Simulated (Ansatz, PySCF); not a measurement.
This Ansatz (a first-principles code) input computes a SVWN5/def2-TZVPD energy:

Ansatz 0.2 input:
```yaml
crystal:
  periodic: [false, false, false]
  atoms:
    - {symbol: B, position_ang: [-0.00000000, -0.00000000, -0.73134743]}
    - {symbol: O, position_ang: [0.00000000, 0.00000000, 0.45709214]}
basis:
  gaussian:
    orbitals: def2-TZVPD
hamiltonian:
  xc: {name: SVWN5}
total_charge: 1
output: {forces: true}
```

Question: Write an input for the same energy in PySCF and say what it gives.

Answer: 
```python
from pyscf import gto, scf, dft

mol = gto.M(
    atom='''
    B    -0.00000000   -0.00000000   -0.73134743
    O     0.00000000    0.00000000    0.45709214
    ''',
    basis='def2-tzvpd',
    charge=1,
    spin=0,
    verbose=4,
)

mf = dft.RKS(mol, xc='svwn').density_fit(auxbasis='def2-universal-jkfit')
mf.grids.level = 3
mf.conv_tol = 1e-9
mf.max_cycle = 100
mf.max_memory = 1500
mf.kernel()
if not mf.converged:
    mf = mf.newton()
    mf.kernel(mf.make_rdm1())
mf.analyze()
```
It gives -98.77440 Eh, and Ansatz -98.77439 Eh, a difference of 0.01 mEh.
